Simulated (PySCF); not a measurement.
Electron correlation in Se²⁺ (selenium, charge +2)

[Ar] 3d10 4s2 4p2, high-spin 3P determinant. All numbers are calculated (PySCF 2.14, scalar relativity by spin-free X2C-1e, in x2c-QZVPPall). Frozen: [Ar] 3d10; 4 electrons correlated.

```
  level  correlation energy (mhartree)
   CCSD                         -75.45
    (T)                          -1.71
CCSD(T)                         -77.16
```

Diagnostics: T1 = 0.0065, D1 = 0.0168, largest double amplitude 0.091.

Cost of the coupled-cluster step: roughly 23 core-seconds, for 4 correlated electrons.

Iterations:

```
CC2 = 0
CCSD nocc = (np.int64(3), np.int64(1)), nmo = (83, 83)
frozen orbitals [[0, 1, 2, 3, 4, 5, 6, 7, 8, 9, 10, 11, 12, 13], [0, 1, 2, 3, 4, 5, 6, 7, 8, 9, 10, 11, 12, 13]]
max_cycle = 100
direct = 0
conv_tol = 1e-08
conv_tol_normt = 1e-06
diis_space = 8
diis_start_cycle = 0
Init t2, MP2 energy = -0.0611890188946511
Init E_corr(UCCSD) = -0.0611890188981727
cycle = 1  E_corr(UCCSD) = -0.0713305356401085  dE = -0.0101415167  norm(t1,t2) = 0.0376493
cycle = 2  E_corr(UCCSD) = -0.0739947952404973  dE = -0.0026642596  norm(t1,t2) = 0.0136537
cycle = 3  E_corr(UCCSD) = -0.0754614071531202  dE = -0.00146661191  norm(t1,t2) = 0.00582948
cycle = 4  E_corr(UCCSD) = -0.0754409799088626  dE = 2.04272443e-05  norm(t1,t2) = 0.000841492
cycle = 5  E_corr(UCCSD) = -0.0754460835530567  dE = -5.10364419e-06  norm(t1,t2) = 9.82323e-05
cycle = 6  E_corr(UCCSD) = -0.075444939072299  dE = 1.14448076e-06  norm(t1,t2) = 1.57075e-05
cycle = 7  E_corr(UCCSD) = -0.0754453686249636  dE = -4.29552665e-07  norm(t1,t2) = 2.20894e-06
cycle = 8  E_corr(UCCSD) = -0.0754452805536067  dE = 8.80713568e-08  norm(t1,t2) = 3.65295e-07
cycle = 9  E_corr(UCCSD) = -0.075445284605151  dE = -4.05154427e-09  norm(t1,t2) = 6.47415e-08
UCCSD converged
E(UCCSD) = -2427.143591514076  E_corr = -0.07544528460515097
UCCSD(T) correction = -0.00170733923641437
```
